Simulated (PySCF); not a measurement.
Labels have come off several samples. The candidates:

A. `C(=C\C(=C\CC)CF)/F`
B. SMILES C=CC(=C)/C=N\C
C. `FC(F)[C@@]12CCC[C@@H]1C2`

Spectrum 1. $^{1}$H NMR (300 MHz, computed): δ 8.21 (qd, J = 3.0, 1.4 Hz, 1H), 6.47 (dd, J = 19.1, 12.0 Hz, 1H), 5.54 (dd, J = 19.1, 1.0 Hz, 1H), 5.52 (dd, J = 2.1, 1.1 Hz, 1H), 5.50 (dt, J = 12.0, 1.4 Hz, 1H), 5.10 (qd, J = 1.7, 1.0 Hz, 1H), 3.52 (d, J = 3.0 Hz, 3H). $^{13}$C{$^{1}$H} NMR (computed): δ 166.2 (CH), 147.1 (C), 145.0 (CH), 127.2 (CH2), 125.5 (CH2), 43.1 (CH3).

Spectrum 2. $^{1}$H NMR (300 MHz, computed): δ 7.35 (m, 1H), 5.97 (m, 1H), 5.66 (m, 1H), 5.10 (m, 2H), 2.19 (m, 2H), 0.94 (t, 3H). $^{13}$C{$^{1}$H} NMR (computed): δ 161.5 (CH), 143.5 (CH), 136.6 (C), 121.0 (CH), 78.5 (CH2), 25.4 (CH2), 16.5 (CH3).

Spectrum 3. $^{1}$H NMR (300 MHz, computed): δ 5.18 (m, 1H), 2.02 (m, 1H), 1.71 (m, 1H), 1.69 (m, 1H), 1.66 (m, 1H), 1.52 (m, 1H), 1.11 (m, 1H), 1.03 (m, 1H), 0.61 (m, 1H), 0.40 (m, 1H). $^{13}$C{$^{1}$H} NMR (computed): δ 123.2 (CH), 31.7 (C), 29.6 (CH2), 25.4 (CH2), 22.6 (CH), 22.5 (CH2), 11.7 (CH2).

Method: PBE0-D3(BJ)/def2-SVP structure, GIAO PBE0/pcSseg-1 shieldings, J: B3LYP/pcJ-1 (spin–dipole term left out of most H,H and C,H couplings), in PySCF (averaged over atoms made equivalent by symmetry, fast rotation or ring inversion, gas phase, non-relativistic Hamiltonian, one conformer).

Shifts are taken against calculated references (same method and geometry level): $^{1}$H, $^{13}$C against TMS. Multiplet labels drop J under 1 Hz and among equivalent protons, and merge close values. Unscaled 3J(H,H) run several per cent high. Splittings of carbon signals by F and P are missing where no couplings were computed. Where no couplings were computed, multiplicities follow the n + 1 count of equivalent neighbours, and m marks all less simple cases (inequivalent or close neighbours, rings, F or P nearby). Shifts are as computed. Against solution values, carbons near 30 ppm lie about +2 ppm off and those near 130 ppm about +5 ppm. Of 1211 compounds with measured shifts, 218 miss one by over three times the rms of a fit or turn the order of signals round; such compounds aren't used in these exercises.

Q: Which spectrum belongs to which compound?

A: 1–B, 2–A, 3–C.

- Spectrum 1 (B): 6 $^{13}$C signals; δC 147.1 is a fully substituted alkene carbon; δC 145.0 is an alkene CH.
- Spectrum 2 (A): 7 $^{13}$C signals; δC 161.5 is an alkene CH; δC 143.5 is an alkene CH.
- Spectrum 3 (C): 7 $^{13}$C signals; δC 123.2 is an sp3 CH bonded to 2 F; δC 31.7 is a three-membered-ring carbon.
